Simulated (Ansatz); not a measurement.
Method: Ansatz (an electronic-structure program) with B3LYP-D3(BJ)/def2-SVP. No frequencies were computed at this level.

Ansatz 0.2 input:
```yaml
crystal:
  periodic: [false, false, false]
  atoms:
    - { symbol: C, position_ang: [3.22434, -0.585138, -0.429242] }
    - { symbol: C, position_ang: [1.757644, -0.371656, -0.238435] }
    - { symbol: C, position_ang: [0.824966, -1.335657, -0.20996] }
    - { symbol: Si, position_ang: [-0.87417, -0.566474, 0.055149] }
    - { symbol: C, position_ang: [-1.720318, -1.036728, 1.696075] }
    - { symbol: C, position_ang: [-2.085134, -0.775245, -1.400779] }
    - { symbol: C, position_ang: [-0.054254, 1.149875, 0.103482] }
    - { symbol: C, position_ang: [-0.734234, 2.461178, 0.294306] }
    - { symbol: C, position_ang: [1.263883, 0.993212, -0.065025] }
    - { symbol: H, position_ang: [3.454293, -1.641531, -0.545523] }
    - { symbol: H, position_ang: [3.775016, -0.197044, 0.428009] }
    - { symbol: H, position_ang: [3.569788, -0.049957, -1.314108] }
    - { symbol: H, position_ang: [1.080135, -2.375746, -0.32784] }
    - { symbol: H, position_ang: [-2.037907, -2.074181, 1.682037] }
    - { symbol: H, position_ang: [-2.600195, -0.424776, 1.867933] }
    - { symbol: H, position_ang: [-1.04977, -0.904096, 2.538695] }
    - { symbol: H, position_ang: [-2.411074, -1.806718, -1.485615] }
    - { symbol: H, position_ang: [-1.624667, -0.492047, -2.341524] }
    - { symbol: H, position_ang: [-2.968822, -0.16055, -1.261319] }
    - { symbol: H, position_ang: [-0.022827, 3.285794, 0.280137] }
    - { symbol: H, position_ang: [-1.47061, 2.620274, -0.493316] }
    - { symbol: H, position_ang: [-1.265762, 2.473428, 1.245745] }
    - { symbol: H, position_ang: [1.969679, 1.813785, -0.078883] }
basis:
  gaussian: { orbitals: def2-svp }
hamiltonian:
  xc: b3lyp
  dispersion: d3bj
relax:
  max_steps: 150
```

Output:

```
Functional definition: B3LYP
2274 factors; integrals over basis functions are off by at most 4.1e-4 eV
mean field evaluation 1: about -16374.6475 eV, gradient 8.7e1 eV
mean field evaluation 2: about -16369.9708 eV, gradient 9.4e1 eV
mean field evaluation 4: about -16394.0930 eV, gradient 4.7e0 eV
mean field evaluation 8: about -16394.1784 eV, gradient 6.6e-2 eV
mean field evaluation 16: about -16394.1784 eV, gradient 5.5e-5 eV
mean field -16394.17840124 eV, -602.4749438724 hartree, gradient 5.5e-5 eV, S^2 0.000000; 0 other end points of the search recorded, 0 dependent functions left out
reference -16394.17872674 eV, -602.4749558343 hartree; 38, 38 occupied and 162, 162 virtual orbitals, 2274 factors
relax step   1: F+E_penalty+E_count = -16395.27884914 eV  Δ(F+E_penalty+E_count) = +0.000e0 eV  max|allowed force component| = 8.905e-1 eV/Å  Δτ_max = 0.0000 Å  (27 SCF iters, accepted)
these checks for a lower state are left out or cut short: starts, cluster_reference, orbital_swaps, neighbouring_geometries, increment
2274 factors; integrals over basis functions are off by at most 4.2e-4 eV
mean field -16394.30326358 eV, -602.4795324787 hartree, gradient 1.3e-5 eV, S^2 0.000000; 0 other end points of the search recorded, 0 dependent functions left out
reference -16394.30358936 eV, -602.4795444510 hartree; 38, 38 occupied and 162, 162 virtual orbitals, 2274 factors
relax step   2: F+E_penalty+E_count = -16395.40147494 eV  Δ(F+E_penalty+E_count) = -1.226e-1 eV  max|allowed force component| = 3.630e-1 eV/Å  Δτ_max = 0.0586 Å  (31 SCF iters, accepted)
these checks for a lower state are left out or cut short: starts, cluster_reference, orbital_swaps, neighbouring_geometries, increment
2274 factors; integrals over basis functions are off by at most 4.3e-4 eV
mean field -16394.31117720 eV, -602.4798232990 hartree, gradient 1.5e-5 eV, S^2 0.000000; 0 other end points of the search recorded, 0 dependent functions left out
reference -16394.31150287 eV, -602.4798352669 hartree; 38, 38 occupied and 162, 162 virtual orbitals, 2274 factors
relax step   3: F+E_penalty+E_count = -16395.40950847 eV  Δ(F+E_penalty+E_count) = -8.034e-3 eV  max|allowed force component| = 9.558e-2 eV/Å  Δτ_max = 0.0114 Å  (31 SCF iters, accepted)
these checks for a lower state are left out or cut short: starts, cluster_reference, orbital_swaps, neighbouring_geometries, increment
2274 factors; integrals over basis functions are off by at most 4.3e-4 eV
mean field evaluation 32: about -16394.3109 eV, gradient 2.7e-1 eV
mean field -16394.31109763 eV, -602.4798203748 hartree, gradient 2.5e-5 eV, S^2 0.000000; 0 other end points of the search recorded, 0 dependent functions left out
reference -16394.31142313 eV, -602.4798323367 hartree; 38, 38 occupied and 162, 162 virtual orbitals, 2274 factors
relax step   4: F+E_penalty+E_count = -16395.40991625 eV  Δ(F+E_penalty+E_count) = -4.078e-4 eV  max|allowed force component| = 2.976e-2 eV/Å  Δτ_max = 0.0030 Å  (24 SCF iters, accepted)
these checks for a lower state are left out or cut short: starts, cluster_reference, orbital_swaps, neighbouring_geometries, increment
2274 factors; integrals over basis functions are off by at most 4.3e-4 eV
mean field -16394.31098958 eV, -602.4798164040 hartree, gradient 6.9e-5 eV, S^2 0.000000; 0 other end points of the search recorded, 0 dependent functions left out
reference -16394.31131503 eV, -602.4798283641 hartree; 38, 38 occupied and 162, 162 virtual orbitals, 2274 factors
relax step   5: F+E_penalty+E_count = -16395.40995849 eV  Δ(F+E_penalty+E_count) = -4.224e-5 eV  max|allowed force component| = 3.188e-3 eV/Å  Δτ_max = 0.0026 Å  (21 SCF iters, accepted)
2274 factors; integrals over basis functions are off by at most 4.3e-4 eV
mean field -16394.31098958 eV, -602.4798164040 hartree, gradient 6.9e-5 eV, S^2 0.000000; 1 other end points of the search recorded, 0 dependent functions left out
reference -16394.31131503 eV, -602.4798283641 hartree; 38, 38 occupied and 162, 162 virtual orbitals, 2274 factors
Total energy: -16395.41028395 eV, -602.5202147268 hartree
Atom 0 at     3.225658    -0.608944    -0.431406 Å, force    -0.000167     0.000528     0.000069 eV/Å
Atom 1 at     1.750047    -0.404425    -0.240306 Å, force     0.000300    -0.000220    -0.000074 eV/Å
Atom 2 at     0.810404    -1.382601    -0.212208 Å, force    -0.002035    -0.000702     0.000188 eV/Å
Atom 3 at    -0.855319    -0.568649     0.052745 Å, force     0.001336    -0.000153    -0.000171 eV/Å
Atom 4 at    -1.698795    -1.030166     1.675938 Å, force    -0.002803    -0.001139     0.001898 eV/Å
Atom 5 at    -2.059421    -0.771686    -1.385352 Å, force    -0.003188    -0.000864    -0.001362 eV/Å
Atom 6 at    -0.086635     1.163600     0.108455 Å, force     0.003133     0.000347    -0.000340 eV/Å
Atom 7 at    -0.768260     2.482767     0.300136 Å, force    -0.002163     0.001842     0.000407 eV/Å
Atom 8 at     1.243152     0.988907    -0.062948 Å, force    -0.000926     0.000170     0.000134 eV/Å
Atom 9 at     3.478997    -1.671870    -0.550997 Å, force     0.000259     0.000397     0.000003 eV/Å
Atom 10 at     3.791148    -0.209818     0.428982 Å, force    -0.000235    -0.000268    -0.000476 eV/Å
Atom 11 at     3.585010    -0.062072    -1.320869 Å, force    -0.000127    -0.000347     0.000467 eV/Å
Atom 12 at     1.080982    -2.434640    -0.332911 Å, force     0.002804     0.001809    -0.000178 eV/Å
Atom 13 at    -2.037108    -2.079271     1.663469 Å, force     0.000095     0.000724    -0.000076 eV/Å
Atom 14 at    -2.581869    -0.394093     1.853684 Å, force     0.000410    -0.000002     0.000078 eV/Å
Atom 15 at    -1.006763    -0.903435     2.522987 Å, force     0.000444     0.000306    -0.001746 eV/Å
Atom 16 at    -2.406103    -1.814794    -1.468844 Å, force     0.000124     0.000703     0.000171 eV/Å
Atom 17 at    -1.579195    -0.493144    -2.336276 Å, force     0.000841     0.000021     0.001622 eV/Å
Atom 18 at    -2.947112    -0.132302    -1.246805 Å, force     0.000381     0.000019    -0.000170 eV/Å
Atom 19 at    -0.058340     3.326393     0.287741 Å, force    -0.000238    -0.000858    -0.000045 eV/Å
Atom 20 at    -1.522244     2.662430    -0.487127 Å, force     0.000649    -0.000487     0.000387 eV/Å
Atom 21 at    -1.316587     2.515018     1.258702 Å, force     0.000534    -0.000404    -0.000601 eV/Å
Atom 22 at     1.958353     1.822798    -0.076790 Å, force     0.000573    -0.001422    -0.000188 eV/Å
Dipole moment:    -0.047205     0.039304     0.008879 e Å
```

Cost: roughly 110 core-seconds.
